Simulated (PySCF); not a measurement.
**From computed data to an observable: oscillator strength and radiative lifetime**

B(CF3)(Cl)(F) (CBClF4), SMILES ClB(F)C(F)(F)F.

The structure is a stationary point at ωB97X-D3(BJ)/def2-SVP. The structure was generated by enumeration, and PubChem lists no compound with its InChIKey, so it may never have been made.

TDA-ωB97X/def2-SVPD (PySCF) puts the first singlet state with f over 0.02 at 8.22 eV (vertical), with the transition dipole (0.541, -0.561, -0.317) in atomic units.

Task: Find the oscillator strength, the wavelength and the radiative lifetime that this transition would have in vacuum if emission retraced absorption.

Result: 
|μ|² = 0.7079 au, so |μ| = 2.14 D. ΔE = 8.22/27.211 = 0.3021 hartree. f = (2/3) ΔE |μ|² = 0.143 (the program prints 0.143).
λ = 1239.84/8.22 = 151 nm; ν = 66299 cm⁻¹.
Einstein's coefficient A = 0.6670 ν² f s⁻¹ (ν in cm⁻¹) = 4.2e8 s⁻¹, so τ = 1/A = 2.4 ns. This state is S3; the lower singlets have f = 0.003, 0.004. The figure is the radiative limit of this one transition; relaxation, internal conversion, crossing to triplets and a medium change what is measured.
